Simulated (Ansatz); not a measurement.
`CB[SiH2][SiH2]F` + `NC(O)(F)F` → `N[SiH2][SiH2]F` + `CBC(O)(F)F`  (formal exchange of groups at the Si–B bond)

Computed with Ansatz on PBE0-D4/def2-TZVP structures; ΔE is electronic, products minus reactants. CBS: MP2 limit from def2 TZ/QZ plus the TZ coupled-cluster correction, frozen cores. DFT in def2-TZVPP. Each species was taken in one conformer, which may not be the lowest.

`CB[SiH2][SiH2]F`:

Cartesian coordinates in Å:
```
C 0.777 -1.051 1.763
B 1.218 -0.106 0.615
Si 0.011 1.294 -0.177
Si -1.274 0.155 -1.780
F -2.330 1.147 -2.476
H 0.503 -1.993 1.257
H -0.090 -0.738 2.346
H 1.598 -1.325 2.432
H 2.283 -0.294 0.096
H 0.724 2.401 -0.875
H -0.946 1.877 0.807
H -0.425 -0.419 -2.857
H -2.049 -0.948 -1.150
```

`NC(O)(F)F`:

Z-matrix (Å, degrees):
```
C
O 1 1.366
F 1 1.357 2 109.2
N 1 1.402 2 113.6 3 122.2
F 1 1.357 2 109.2 3 -115.7
H 2 0.965 1 108.7 3 58.0
H 4 1.011 1 110.1 2 60.2
H 4 1.011 1 110.1 2 -60.7
```

`N[SiH2][SiH2]F`:

Z-matrix (Å, degrees):
```
Si
Si 1 2.346
N 1 1.722 2 107.7
H 1 1.489 2 109.2 3 117.5
H 1 1.496 2 108.9 3 -126.5
F 2 1.612 1 108.6 3 52.8
H 2 1.487 1 112.3 3 -65.6
H 2 1.488 1 112.1 3 171.6
H 3 1.008 1 119.2 2 -48.4
H 3 1.008 1 120.0 2 169.3
```

`CBC(O)(F)F`:

Z-matrix (Å, degrees):
```
C
B 1 1.539
H 1 1.091 2 114.1
H 1 1.104 2 104.1 3 -114.7
H 1 1.090 2 114.8 3 129.7
C 2 1.598 1 122.5 3 27.2
H 2 1.199 1 123.2 3 -155.0
F 6 1.379 2 107.7 1 111.0
O 6 1.369 2 113.4 1 -127.4
F 6 1.348 2 114.5 1 -6.3
H 9 0.963 6 108.3 2 -50.5
```

CCSD(T)/CBS gives -60.3 kJ/mol.

Q: Another level gave -55.8 kJ/mol. Which?
A. ωB97X-V/def2-TZVPP
B. SCS-MP2/def2-TZVPP
C. PBE-D4/def2-TZVPP
D. ωB97M-V/def2-TZVPP

A: A. ωB97X-V -55.8, SCS-MP2/def2-TZVPP -64.1, PBE-D4 -48.0, ωB97M-V -59.9 kJ/mol.

Largest T1 diagnostic among the species: 0.013.

CCSD(T)/CBS has its own doubt, a few kJ/mol and more with outer-core shells, so smaller differences from it don't rank the levels.
